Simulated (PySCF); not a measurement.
Positional isomers: furan mercapto+boryl. All species are isolated molecules in the gas phase. One relaxed conformer stands for each flexible species; it need not be the lowest. Strings in code marks are SMILES.

The numbers are results of ωB97X-D3(BJ)/def2-TZVP // PBE0-D3(BJ)/def2-SVP run with PySCF, not measurements. All candidates: neutral, multiplicity 1. Excitations are Tamm–Dancoff values on a coarser integration grid. The basis has no diffuse functions, so Rydberg states are missing or too high.

| Item | Value |
|---|---|
| HOMO–LUMO gap | 8.74 eV |
| HOMO | -8.65 eV |
| brightest of the four lowest singlets (TDA) | 4.76 eV |

Task: Name which member has these values.
A) `Bc1cc(S)co1`
B) `Bc1cocc1S`
C) `Bc1ccc(S)o1`
D) `Bc1occc1S`

Result: C, `Bc1ccc(S)o1`. The others give `Bc1cocc1S`: 8.87 eV, -8.68 eV, 5.73 eV; `Bc1cc(S)co1`: 9.30 eV, -9.39 eV, 5.17 eV; `Bc1occc1S`: 8.85 eV, -8.91 eV, 4.62 eV
